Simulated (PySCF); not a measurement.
From computed data to an observable: oscillator strength and radiative lifetime

InF2Br, SMILES [F][In]([F])[Br].

The structure is a stationary point at PBE-D3(BJ)/def2-SVP. The def2 effective core potentials stand for the cores of In; spin–orbit coupling is left out.

PySCF 2.14.0 with TDA-B3LYP/def2-SVPD puts the first singlet state with f over 0.02 at 5.51 eV (vertical), with the transition dipole (0.000, 0.000, 0.781) in atomic units.

Find the oscillator strength, the wavelength and the radiative lifetime that this transition would have in vacuum if emission retraced absorption.


|μ|² = 0.6100 au, so |μ| = 1.99 D. ΔE = 5.51/27.211 = 0.2025 hartree. f = (2/3) ΔE |μ|² = 0.082 (the program prints 0.082).
λ = 1239.84/5.51 = 225 nm; ν = 44441 cm⁻¹.
Einstein's coefficient A = 0.6670 ν² f s⁻¹ (ν in cm⁻¹) = 1.1e8 s⁻¹, so τ = 1/A = 9.2 ns. This state is S3; the lower singlets have f = 0.011, 0.009. The figure is the radiative limit of this one transition; relaxation, internal conversion, crossing to triplets and a medium change what is measured.
